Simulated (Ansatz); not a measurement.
Consider the redistribution: `BCBC` + `[Cl][GeH2][GeH3]` → `C[BH][GeH2][Cl]` + `B[CH2][GeH3]`.

Computed with Ansatz on PBE0-D4/def2-TZVP structures; ΔE is electronic, products minus reactants. CCSD(T)/CBS is the MP2 limit (def2-TZVPP, def2-QZVPP) plus CCSD(T) − MP2 in def2-TZVPP, frozen cores. Functionals use def2-TZVPP. For Ge outer-core shells are correlated without core-valence functions, which leaves a few kJ/mol of doubt a bond. Scalar relativity is left out up to krypton. One conformer a species, not always the lowest.

`BCBC`:

Cartesian coordinates in Å:
```
B -1.743 0.002 -0.374
C -0.684 -0.926 0.269
B 0.510 -0.016 0.721
C 1.518 0.620 -0.281
H -1.527 0.515 -1.435
H -2.773 0.254 0.183
H -1.077 -1.536 1.082
H -0.273 -1.539 -0.547
H 0.647 0.217 1.892
H 1.342 0.390 -1.334
H 2.537 0.309 -0.019
H 1.525 1.710 -0.157
```

`[Cl][GeH2][GeH3]`:

```xyz
8

Cl    0.719   -2.088    1.499
Ge    0.221   -1.095   -0.361
Ge   -0.274    1.213    0.184
H     1.445   -1.262   -1.275
H    -0.978   -1.859   -0.945
H    -1.459    1.257    1.158
H    -0.634    1.983   -1.097
H     0.960    1.851    0.836
```

`C[BH][GeH2][Cl]`:

Cartesian coordinates in Å:
```
C 0.900 0.186 1.275
B 0.379 -0.719 0.142
Ge -0.910 -0.027 -1.315
Cl -1.241 2.106 -1.027
H 0.153 0.027 2.076
H 1.857 -0.119 1.702
H 0.886 1.257 1.066
H 0.652 -1.886 0.106
H -2.312 -0.662 -1.274
H -0.364 -0.163 -2.750
```

`B[CH2][GeH3]`:

Cartesian coordinates in Å:
```
B -0.162 -1.248 0.856
C 0.341 -0.691 -0.472
Ge -0.087 1.250 -0.311
H 0.545 -1.249 1.824
H -1.299 -1.610 0.975
H -0.194 -1.006 -1.370
H 1.421 -0.706 -0.632
H 0.704 1.883 0.843
H -1.590 1.463 -0.078
H 0.322 1.913 -1.636
```

```
         level  ΔE (eV)
        PBE-D4     0.52
        B2PLYP     0.51
           PBE     0.53
MP2/def2-QZVPP     0.46
```

Problem. What does CCSD(T)/CBS give? (Best estimate.)

Solution. Computed: +0.45 eV. The listed levels differ from it by 0.07, 0.06, 0.08, 0.01 eV.

Largest T1 diagnostic among the species: 0.011.

In def2-TZVPP, CCSD(T) changes the Hartree–Fock value by −0.07 eV (the triples alone add −0.01 eV) and MP2 by −0.07 eV.
